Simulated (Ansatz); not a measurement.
Reaction (substitution at a C–Si bond): `C[SiH]1NCS1` + `[SiH3]N[SiH3]` → `CN([SiH3])[SiH3]` + `C1N[SiH2]S1`

Computed with Ansatz on PBE0-D4/def2-TZVP structures; ΔE is electronic, products minus reactants. CBS: MP2 limit from def2 TZ/QZ plus the TZ coupled-cluster correction, frozen cores. This one scheme is used for every species. Functionals use def2-TZVPP. B3LYP here is the variant with VWN-RPA as its local correlation; programs differ in this.

(1) Is it downhill or uphill in electronic energy at CCSD(T)/CBS, and by how much? (Estimate.)

(2) What do these levels give: PBE-D4, r2SCAN-D4, B2PLYP, PBE, B3LYP, HF/def2-TZVPP, CCSD/def2-TZVPP, CCSD(T)/def2-TZVPP, HF/def2-QZVPP, MP2/def2-QZVPP, HF/CBS(def2), CCSD/CBS(def2)? (Best estimate.)

Largest T1 diagnostic among the species: 0.011.

Results:

(1) Computed: Uphill: ΔE = +0.99 eV.

(2) Computed: PBE-D4 0.96, r2SCAN-D4 1.02, B2PLYP 0.98, PBE 0.98, B3LYP 0.98, HF/def2-TZVPP 0.96, CCSD/def2-TZVPP 0.96, CCSD(T)/def2-TZVPP 0.96, HF/def2-QZVPP 0.95, MP2/def2-QZVPP 1.01, HF/CBS(def2) 0.95, CCSD/CBS(def2) 0.99 eV.
